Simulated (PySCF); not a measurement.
Method: PBE-D3(BJ)/def2-TZVP (PySCF 2.14.0). Gas-phase values, no solvent. Excitations are Tamm–Dancoff values on a coarser integration grid. The basis has no diffuse functions, so Rydberg states are missing or too high.

Reference species (SMILES): `[F][Ge]([F])([F])[F]` (neutral, multiplicity 1).

| Quantity | Value |
|---|---|
| LUMO | -3.30 eV |
| HOMO | -10.46 eV |
| HOMO–LUMO gap | 7.16 eV |
| S1 excitation (TDA) | 7.32 eV |

After one change: the LUMO rises by 0.48 eV; the HOMO rises by 2.90 eV; the HOMO–LUMO gap drops by 2.42 eV; the S1 excitation (TDA) falls by 2.36 eV.

Problem. Name the change that produced these shifts. The new species is one of these.
A. `[F][Ge]([F])([SH])[SH]` (S–Ge–S–H torsion -148°, S–Ge–S–H torsion -148°)
B. `[F][Ge]([F])([F])[SH]`
C. `[F][Ge]([SH])([SH])[SH]`
D. `[SH][Ge]([SH])([SH])[SH]`

Solution. B, `[F][Ge]([F])([F])[SH]`
